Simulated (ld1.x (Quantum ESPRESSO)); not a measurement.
# Building the TM potential for H (PBE, fully relativistic).

| Property | Result |
| --- | --- |
| Element | H |
| Generator | ld1.x (Quantum ESPRESSO) 7.5 |
| Type | norm-conserving Troullier–Martins (Kleinman–Bylander form) |
| Functional | PBE |
| Relativity | fully relativistic |
| Frozen core | none |
| Valence charge | 1 |
| Reference configuration | 1s1 |
| Partial waves | 1s (bound): rc 0.60 bohr |
| Local potential | all-electron potential smoothed inside 0.45 bohr (lloc = -1) |
| Core correction | none |

Open shells are filled in proportion to 2j + 1 (rel_dist='average').

* Cutoffs needed: 35 Ry and 90 Ry (the cutoffs (Ry, on a coarse ladder) from which the occupation-weighted sum of valence levels, in a spherical-Bessel basis at the reference potential, stays within 10 and 1 mRy of its value at 400 Ry)
* Ghost test: no extra level below or beside the all-electron valence levels (s, p, d, f tested) (spherical-Bessel basis up to 400 Ry, 20 bohr box)
